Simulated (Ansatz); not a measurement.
Ansatz (a program for electronic structure) input file for Al(I)(OH)(OMe) (CH4AlIO2), SMILES [Al]([O]C)([OH])[I], B3LYP-D3(BJ)/def2-SVP. 

Ansatz 0.2 input:
```yaml
crystal:
  periodic: [false, false, false]
  atoms:
    - {symbol: Al, position_ang: [0.26674437, 0.93518937, -0.68759033]}
    - {symbol: I, position_ang: [-0.14433058, -0.70498134, 1.15638568]}
    - {symbol: O, position_ang: [0.82314718, 2.41021800, -0.25524092]}
    - {symbol: H, position_ang: [1.14573399, 3.27221434, -0.04254032]}
    - {symbol: O, position_ang: [-0.05328219, 0.41018386, -2.20833852]}
    - {symbol: C, position_ang: [-0.32296585, -0.03041422, -3.50725478]}
    - {symbol: H, position_ang: [0.28900834, -0.90622815, -3.73466101]}
    - {symbol: H, position_ang: [-1.37785657, -0.30025301, -3.59412576]}
    - {symbol: H, position_ang: [-0.09616633, 0.76008645, -4.22627585]}
basis:
  gaussian:
    orbitals: def2-SVP
hamiltonian:
  xc: b3lyp
  dispersion: d3bj
relax: {f_tol: 0.002, max_steps: 200}
```

It prints:

```
WARN ansatz: RAYON_NUM_THREADS=1 ignored (pool sized by the plan → 1); use --threads N
Functional definition: B3LYP
integrals: 0.06 GiB planned
1201 factors; integrals over basis functions are off by at most 3.3e-4 eV
mean field: 0.50 GiB planned
mean field evaluation 1: about -19884.7025 eV, gradient 7.5e1 eV
mean field evaluation 2: about -19860.8619 eV, gradient 1.3e2 eV
mean field evaluation 4: about -19895.0694 eV, gradient 5.7e0 eV
mean field evaluation 8: about -19895.1518 eV, gradient 5.3e-1 eV
mean field evaluation 16: about -19895.1524 eV, gradient 7.4e-6 eV
mean field -19895.15236249 eV, -731.1333639029 hartree, gradient 7.8e-6 eV, S^2 0.000000; 0 other end points of the search recorded, 0 dependent functions left out
the calculation of the forces begins
reference -19895.15262311 eV, -731.1333734805 hartree; 32, 32 occupied and 74, 74 virtual orbitals, 1201 factors
relax step   1: F+E_penalty+E_count = -19895.46718248 eV  Δ(F+E_penalty+E_count) = +0.000e0 eV  max|allowed force component| = 9.558e-1 eV/Å  Δτ_max = 0.0000 Å  (29 SCF iters, accepted)
these checks for a lower state are left out or cut short: starts, cluster_reference, orbital_swaps, neighbouring_geometries, increment
integrals: 0.06 GiB planned
1201 factors; integrals over basis functions are off by at most 3.4e-4 eV
mean field: 0.50 GiB planned
[...]
these checks for a lower state are left out or cut short: starts, cluster_reference, orbital_swaps, neighbouring_geometries, increment
integrals: 0.06 GiB planned
1201 factors; integrals over basis functions are off by at most 4.2e-4 eV
mean field: 0.51 GiB planned
mean field evaluation 256: about -19895.3351 eV, gradient 2.4e-2 eV
mean field -19895.35394994 eV, -731.1407721051 hartree, gradient 8.9e-6 eV, S^2 0.000000; 0 other end points of the search recorded, 0 dependent functions left out
the calculation of the forces begins
reference -19895.35420238 eV, -731.1407813820 hartree; 32, 32 occupied and 74, 74 virtual orbitals, 1201 factors
relax step  37: F+E_penalty+E_count = -19895.68860768 eV  Δ(F+E_penalty+E_count) = -1.564e-3 eV  max|allowed force component| = 1.277e-1 eV/Å  Δτ_max = 0.0638 Å  (30 SCF iters, accepted)
these checks for a lower state are left out or cut short: starts, cluster_reference, orbital_swaps, neighbouring_geometries, increment
integrals: 0.06 GiB planned
1201 factors; integrals over basis functions are off by at most 4.2e-4 eV
mean field: 0.51 GiB planned
mean field -19895.35466222 eV, -731.1407982808 hartree, gradient 1.5e-5 eV, S^2 0.000000; 0 other end points of the search recorded, 0 dependent functions left out
the calculation of the forces begins
reference -19895.35491460 eV, -731.1408075555 hartree; 32, 32 occupied and 74, 74 virtual orbitals, 1201 factors
relax step  38: F+E_penalty+E_count = -19895.68931664 eV  Δ(F+E_penalty+E_count) = -7.090e-4 eV  max|allowed force component| = 6.080e-2 eV/Å  Δτ_max = 0.0055 Å  (25 SCF iters, accepted)
these checks for a lower state are left out or cut short: starts, cluster_reference, orbital_swaps, neighbouring_geometries, increment
integrals: 0.06 GiB planned
1201 factors; integrals over basis functions are off by at most 4.2e-4 eV
mean field: 0.51 GiB planned
mean field -19895.35493359 eV, -731.1408082535 hartree, gradient 9.2e-6 eV, S^2 0.000000; 0 other end points of the search recorded, 0 dependent functions left out
the calculation of the forces begins
reference -19895.35518574 eV, -731.1408175199 hartree; 32, 32 occupied and 74, 74 virtual orbitals, 1201 factors
relax step  39: F+E_penalty+E_count = -19895.68989439 eV  Δ(F+E_penalty+E_count) = -5.777e-4 eV  max|allowed force component| = 2.290e-2 eV/Å  Δτ_max = 0.0217 Å  (31 SCF iters, accepted)
these checks for a lower state are left out or cut short: starts, cluster_reference, orbital_swaps, neighbouring_geometries, increment
integrals: 0.06 GiB planned
1201 factors; integrals over basis functions are off by at most 4.3e-4 eV
mean field: 0.51 GiB planned
mean field -19895.35501339 eV, -731.1408111862 hartree, gradient 9.2e-6 eV, S^2 0.000000; 0 other end points of the search recorded, 0 dependent functions left out
the calculation of the forces begins
reference -19895.35526524 eV, -731.1408204414 hartree; 32, 32 occupied and 74, 74 virtual orbitals, 1201 factors
relax step  40: F+E_penalty+E_count = -19895.69055109 eV  Δ(F+E_penalty+E_count) = -6.567e-4 eV  max|allowed force component| = 2.465e-2 eV/Å  Δτ_max = 0.0514 Å  (30 SCF iters, accepted)
these checks for a lower state are left out or cut short: starts, cluster_reference, orbital_swaps, neighbouring_geometries, increment
integrals: 0.06 GiB planned
1201 factors; integrals over basis functions are off by at most 4.4e-4 eV
mean field: 0.51 GiB planned
mean field evaluation 288: about -19895.3547 eV, gradient 9.3e-6 eV
mean field -19895.35466592 eV, -731.1407984167 hartree, gradient 9.3e-6 eV, S^2 0.000000; 0 other end points of the search recorded, 0 dependent functions left out
the calculation of the forces begins
reference -19895.35491748 eV, -731.1408076617 hartree; 32, 32 occupied and 74, 74 virtual orbitals, 1201 factors
relax step  41: F+E_penalty+E_count = -19895.69077536 eV  Δ(F+E_penalty+E_count) = -2.243e-4 eV  max|allowed force component| = 4.376e-2 eV/Å  Δτ_max = 0.0483 Å  (31 SCF iters, accepted)
these checks for a lower state are left out or cut short: starts, cluster_reference, orbital_swaps, neighbouring_geometries, increment
integrals: 0.06 GiB planned
1201 factors; integrals over basis functions are off by at most 4.3e-4 eV
mean field: 0.51 GiB planned
mean field -19895.35480169 eV, -731.1408034063 hartree, gradient 7.9e-5 eV, S^2 0.000000; 0 other end points of the search recorded, 0 dependent functions left out
the calculation of the forces begins
reference -19895.35505326 eV, -731.1408126512 hartree; 32, 32 occupied and 74, 74 virtual orbitals, 1201 factors
relax step  42: F+E_penalty+E_count = -19895.69088612 eV  Δ(F+E_penalty+E_count) = -1.108e-4 eV  max|allowed force component| = 1.694e-2 eV/Å  Δτ_max = 0.0024 Å  (22 SCF iters, accepted)
these checks for a lower state are left out or cut short: starts, cluster_reference, orbital_swaps, neighbouring_geometries, increment
integrals: 0.06 GiB planned
1201 factors; integrals over basis functions are off by at most 4.3e-4 eV
mean field: 0.51 GiB planned
mean field -19895.35510821 eV, -731.1408146706 hartree, gradient 1.5e-5 eV, S^2 0.000000; 0 other end points of the search recorded, 0 dependent functions left out
the calculation of the forces begins
reference -19895.35535978 eV, -731.1408239156 hartree; 32, 32 occupied and 74, 74 virtual orbitals, 1201 factors
relax step  43: F+E_penalty+E_count = -19895.69095099 eV  Δ(F+E_penalty+E_count) = -6.487e-5 eV  max|allowed force component| = 2.684e-3 eV/Å  Δτ_max = 0.0073 Å  (24 SCF iters, accepted)
these checks for a lower state are left out or cut short: starts, cluster_reference, orbital_swaps, neighbouring_geometries, increment
integrals: 0.06 GiB planned
1201 factors; integrals over basis functions are off by at most 4.4e-4 eV
mean field: 0.51 GiB planned
mean field -19895.35526683 eV, -731.1408204999 hartree, gradient 2.1e-5 eV, S^2 0.000000; 0 other end points of the search recorded, 0 dependent functions left out
the calculation of the forces begins
reference -19895.35551839 eV, -731.1408297443 hartree; 32, 32 occupied and 74, 74 virtual orbitals, 1201 factors
relax step  44: F+E_penalty+E_count = -19895.69096352 eV  Δ(F+E_penalty+E_count) = -1.252e-5 eV  max|allowed force component| = 3.108e-3 eV/Å  Δτ_max = 0.0115 Å  (23 SCF iters, accepted)
these checks for a lower state are left out or cut short: starts, cluster_reference, orbital_swaps, neighbouring_geometries, increment
integrals: 0.06 GiB planned
1201 factors; integrals over basis functions are off by at most 4.4e-4 eV
mean field: 0.51 GiB planned
mean field -19895.35516282 eV, -731.1408166777 hartree, gradient 7.6e-6 eV, S^2 0.000000; 0 other end points of the search recorded, 0 dependent functions left out
the calculation of the forces begins
reference -19895.35541434 eV, -731.1408259206 hartree; 32, 32 occupied and 74, 74 virtual orbitals, 1201 factors
relax step  45: F+E_penalty+E_count = -19895.69095946 eV  Δ(F+E_penalty+E_count) = +4.056e-6 eV  max|allowed force component| = 4.948e-3 eV/Å  Δτ_max = 0.0132 Å  (25 SCF iters, rejected (line search))
these checks for a lower state are left out or cut short: starts, cluster_reference, orbital_swaps, neighbouring_geometries, increment
integrals: 0.06 GiB planned
1201 factors; integrals over basis functions are off by at most 4.4e-4 eV
mean field: 0.51 GiB planned
mean field -19895.35519512 eV, -731.1408178646 hartree, gradient 1.6e-5 eV, S^2 0.000000; 0 other end points of the search recorded, 0 dependent functions left out
the calculation of the forces begins
reference -19895.35544664 eV, -731.1408271079 hartree; 32, 32 occupied and 74, 74 virtual orbitals, 1201 factors
relax step  46: F+E_penalty+E_count = -19895.69097068 eV  Δ(F+E_penalty+E_count) = -7.166e-6 eV  max|allowed force component| = 2.164e-3 eV/Å  Δτ_max = 0.0065 Å  (23 SCF iters, accepted)
these checks for a lower state are left out or cut short: starts, cluster_reference, orbital_swaps, neighbouring_geometries, increment
integrals: 0.06 GiB planned
1201 factors; integrals over basis functions are off by at most 4.4e-4 eV
mean field: 0.51 GiB planned
mean field evaluation 320: about -19895.3552 eV, gradient 9.1e-5 eV
mean field -19895.35515868 eV, -731.1408165253 hartree, gradient 2.6e-5 eV, S^2 0.000000; 0 other end points of the search recorded, 0 dependent functions left out
the calculation of the forces begins
reference -19895.35541019 eV, -731.1408257682 hartree; 32, 32 occupied and 74, 74 virtual orbitals, 1201 factors
relax step  47: F+E_penalty+E_count = -19895.69096872 eV  Δ(F+E_penalty+E_count) = +1.960e-6 eV  max|allowed force component| = 3.937e-3 eV/Å  Δτ_max = 0.0022 Å  (22 SCF iters, rejected (line search))
these checks for a lower state are left out or cut short: starts, cluster_reference, orbital_swaps, neighbouring_geometries, increment
integrals: 0.06 GiB planned
1201 factors; integrals over basis functions are off by at most 4.4e-4 eV
mean field: 0.51 GiB planned
mean field -19895.35519211 eV, -731.1408177541 hartree, gradient 3.5e-5 eV, S^2 0.000000; 0 other end points of the search recorded, 0 dependent functions left out
the calculation of the forces begins
reference -19895.35544363 eV, -731.1408269973 hartree; 32, 32 occupied and 74, 74 virtual orbitals, 1201 factors
relax step  48: F+E_penalty+E_count = -19895.69097169 eV  Δ(F+E_penalty+E_count) = -1.007e-6 eV  max|allowed force component| = 8.168e-4 eV/Å  Δτ_max = 0.0010 Å  (20 SCF iters, accepted)
integrals: 0.06 GiB planned
1201 factors; integrals over basis functions are off by at most 4.4e-4 eV
mean field: 0.51 GiB planned
mean field -19895.35519211 eV, -731.1408177541 hartree, gradient 3.5e-5 eV, S^2 0.000000; 1 other end points of the search recorded, 0 dependent functions left out
the calculation of the forces begins
reference -19895.35544363 eV, -731.1408269973 hartree; 32, 32 occupied and 74, 74 virtual orbitals, 1201 factors
Total energy: -19895.69122321 eV, -731.1531666690 hartree
Atom 0 at     0.372599     0.963021    -0.726594 Å, force    -0.000046     0.000091    -0.000817 eV/Å
Atom 1 at     0.364045    -1.141988     0.562465 Å, force    -0.000000     0.000094     0.000046 eV/Å
Atom 2 at     0.764815     2.396345     0.083024 Å, force     0.000159     0.000184     0.000764 eV/Å
Atom 3 at     0.794688     3.263242    -0.333240 Å, force    -0.000166    -0.000239    -0.000454 eV/Å
Atom 4 at    -0.003946     0.963830    -2.371963 Å, force    -0.000030    -0.000607     0.000487 eV/Å
Atom 5 at    -0.363593     0.040897    -3.362096 Å, force    -0.000069     0.000425    -0.000670 eV/Å
Atom 6 at    -0.424007    -0.993849    -2.976161 Å, force    -0.000016     0.000151     0.000020 eV/Å
Atom 7 at    -1.347890     0.301049    -3.790354 Å, force     0.000448    -0.000079     0.000275 eV/Å
Atom 8 at     0.373322     0.053469    -4.184723 Å, force    -0.000281    -0.000022     0.000349 eV/Å
Dipole moment:    -0.064662     0.186433    -0.400060 e Å
```

The run converged.
